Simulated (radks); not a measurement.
Values are calculated unless marked as measured or tabulated.
Q: The mean radii <r> (bohr) of the occupied orbitals of an atom or ion are listed with their occupations. Level of theory: non-relativistic Kohn-Sham, TPSS, spin-polarised, spherical densities, point nucleus; meta-GGA in the generalised Kohn-Sham scheme (a radial shooting solver on a logarithmic mesh with Libxc functionals).

| orbital | occ. | <r> |
|---|---|---|
| 1s up | 1 | 0.01868 |
| 1s down | 1 | 0.01868 |
| 2s up | 1 | 0.07803 |
| 2s down | 1 | 0.07797 |
| 2p up | 3 | 0.06592 |
| 2p down | 3 | 0.06586 |
| 3s up | 1 | 0.1865 |
| 3s down | 1 | 0.1868 |
| 3p up | 3 | 0.1763 |
| 3p down | 3 | 0.1767 |
| 3d up | 3 | 0.1519 |

Name the element and its charge. Open shells, if any, are filled with parallel spins first.

A: Z = 81, thallium, charge +60: Tl60+ in [Ar] 3d3. The 1s radius gives Z: for a bare nucleus <r> = 1.5/Z, 0.01852 bohr for Z = 81, and screening makes it slightly larger (0.01868 here). The occupations add up to 21, and the charge is Z minus that.
